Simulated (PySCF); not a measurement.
# Ge15H18O3: Orbital levels and atomic charges

System: Ge15H18O3 (nanocrystal Ge surface).

Cartesian coordinates (Å):
```
  1 Ge   -2.7526   -0.9551   -1.4143
  2 Ge   -0.2638   -4.0120   -1.6600
  3 Ge    0.2651   -1.2252    1.2139
  4 Ge   -1.4139   -2.5622   -0.0533
  5 Ge    0.5042    1.4380   -1.4307
  6 Ge   -1.0590    0.1630   -2.8663
  7 Ge   -0.2627    1.6634    4.0094
  8 Ge   -2.7472    1.4091    0.9649
  9 Ge   -1.0662    2.8662   -0.1582
 10 Ge   -1.4003    0.0492    2.5601
 11 Ge    2.8424   -1.4348   -1.9215
 12 Ge    0.9540   -2.5115   -3.1400
 13 Ge    2.8409    1.9192    1.4349
 14 Ge    2.0853    0.0374   -0.0389
 15 Ge    0.9544    3.1420    2.5088
 16 O    -3.3788    0.2413   -0.2377
 17 O    -0.1177    3.6130    1.1674
 18 O    -0.1186   -1.1687   -3.6098
 19 H    -4.1281   -1.5330   -1.8563
 20 H    -1.0788   -4.9453   -2.5539
 21 H     0.8099   -4.9685   -1.1475
 22 H     0.9471   -2.2080    2.2061
 23 H    -2.0643   -3.5589    0.9535
 24 H     1.1998    2.4196   -2.4214
 25 H    -1.6958    0.7085   -4.1756
 26 H    -1.0837    2.5526    4.9425
 27 H     0.8081    1.1505    4.9680
 28 H    -4.1207    1.8644    1.5345
 29 H    -1.6916    4.1763   -0.7137
 30 H    -2.0716   -0.9463    3.5524
 31 H     3.8050   -2.4396   -1.2656
 32 H     3.8718   -0.5876   -2.6884
 33 H     1.4760   -2.8602   -4.5520
 34 H     3.8715    2.6855    0.5889
 35 H     3.8027    1.2646    2.4408
 36 H     1.4774    4.5532    2.8591
```

Method: PBE/def2-SVP, gas phase, PySCF, fitting set def2-universal-JFIT, grid level 1.

Spin-orbit coupling is left out, which matters for the heavier atoms here.

Q: Give the orbital energies near the gap.

A: 
| orbital | eV |
| --- | --- |
| HOMO-4 | -6.32 |
| HOMO-3 | -6.16 |
| HOMO-2 | -5.91 |
| HOMO-1 | -5.58 |
| HOMO | -5.45 |
| LUMO | -2.87 |
| LUMO+1 | -2.28 |
| LUMO+2 | -2.02 |
| LUMO+3 | -1.98 |

Q: Give the partial charges of the non-hydrogen atoms.

A: 
| atom | Mulliken | IAO | Hirshfeld |
| --- | --- | --- | --- |
| Ge1 | 0.38 | 0.45 | 0.21 |
| Ge2 | 0.04 | 0.07 | 0.11 |
| Ge3 | -0.05 | 0.01 | 0.05 |
| Ge4 | -0.07 | -0.01 | 0.06 |
| Ge5 | -0.17 | -0.05 | 0.04 |
| Ge6 | 0.38 | 0.46 | 0.21 |
| Ge7 | 0.04 | 0.07 | 0.11 |
| Ge8 | 0.38 | 0.45 | 0.21 |
| Ge9 | 0.38 | 0.46 | 0.21 |
| Ge10 | -0.07 | -0.01 | 0.06 |
| Ge11 | 0.05 | 0.07 | 0.12 |
| Ge12 | 0.42 | 0.50 | 0.23 |
| Ge13 | 0.05 | 0.07 | 0.12 |
| Ge14 | -0.04 | 0.00 | 0.04 |
| Ge15 | 0.42 | 0.50 | 0.23 |
| O16 | -0.56 | -0.74 | -0.31 |
| O17 | -0.56 | -0.75 | -0.31 |
| O18 | -0.56 | -0.75 | -0.31 |
